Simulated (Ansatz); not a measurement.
`C[CH2][AlH][SH]`, 11 atoms. The species carries charge 0 and has multiplicity 1. All runs use 2 threads of a server CPU on a shared host. Correlated methods freeze the cores.

Give the basis size and wall time and peak host memory of each of these runs in Ansatz. RKS PBE0-D4/def2-SVP energy; RKS ωB97M-V/def2-QZVPP energy; RKS PBE0-D4/def2-TZVP relaxation (5 steps); RKS CAM-B3LYP-D4/def2-TZVPP energy; RKS BHLYP-D4/def2-TZVPP energy; RHF-CCSD(T)/def2-TZVPP energy; RHF-CCSD(T)/def2-SVP energy; RKS HSE06-D4/def2-TZVPP energy; RKS PBE0-D4/def2-TZVP frequencies; RKS PBE0-D4/def2-QZVPP energy; RKS B97M-V/def2-TZVPP energy; RKS ωB97M-V/def2-SVP energy. (Best estimate.)

Ansatz gave: Other jobs shared the machine, so times are rough.

```
                      level                   job  functions  wall time  peak host memory (GiB)
       RKS PBE0-D4/def2-SVP                energy         99      2.7 s                    0.22
       RHF-CCSD(T)/def2-SVP                energy         99      7.5 s                    0.38
    RKS BHLYP-D4/def2-TZVPP                energy        244      8.5 s                     0.6
    RKS HSE06-D4/def2-TZVPP                energy        244        9 s                    0.61
RKS CAM-B3LYP-D4/def2-TZVPP                energy        244      9.5 s                    0.66
       RKS ωB97M-V/def2-SVP                energy         99       13 s                    0.31
     RKS PBE0-D4/def2-QZVPP                energy        464       25 s                     1.5
      RKS B97M-V/def2-TZVPP                energy        244       26 s                     0.4
      RKS PBE0-D4/def2-TZVP  relaxation (5 steps)        178       48 s                    0.44
     RKS ωB97M-V/def2-QZVPP                energy        464       59 s                     1.8
     RHF-CCSD(T)/def2-TZVPP                energy        244    3.9 min                     4.6
      RKS PBE0-D4/def2-TZVP           frequencies        178    6.4 min                    0.43
```

HSE06 is defined as in plane-wave codes.
